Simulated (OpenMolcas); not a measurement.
Ru5+ among 4 point charges of -2 e arranged as a square (D4h).

```yaml
Program: OpenMolcas
Method: "SS-CASPT2, IPEA 0.25 Eh, imaginary shift 0.1 Eh (closed shells correlated: 4s 4p)"
Basis: ANO-RCC-VTZP [7s6p4d2f1g]
Scalar_Hamiltonian: DKH2, point nucleus
Active_space: 3 electrons in 5 orbitals (4d)
State_averaging: 2S+1 = 4 even, 10 roots; 2S+1 = 2 even, 40 roots
Spin-orbit_coupling: RASSI with atomic mean-field integrals over the reference wave functions
```

All point charges move together. At R = 1.8 Å the first state of the same spin is 6880 cm-1, and at R = 1.93 Å it is 4400 cm-1.

Q: A third run gives 3200 cm-1. What distance was it run at?

A: With a power law R^-n the two known points give n = -ln(4400 / 6880) / ln(1.93 / 1.8) = 6.41. Then R = 1.8 × (6880 / 3200)^(1/6.41) = 2.028 Å. The run was at 2.01 Å, so the estimate is off by +0.018 Å.

Free-ion shares, where given, are those of the reference states; single-state CASPT2 does not remix them. Point charges carry no covalency, so the field is a model and not that of real ligands. No measured value stands beside these numbers.
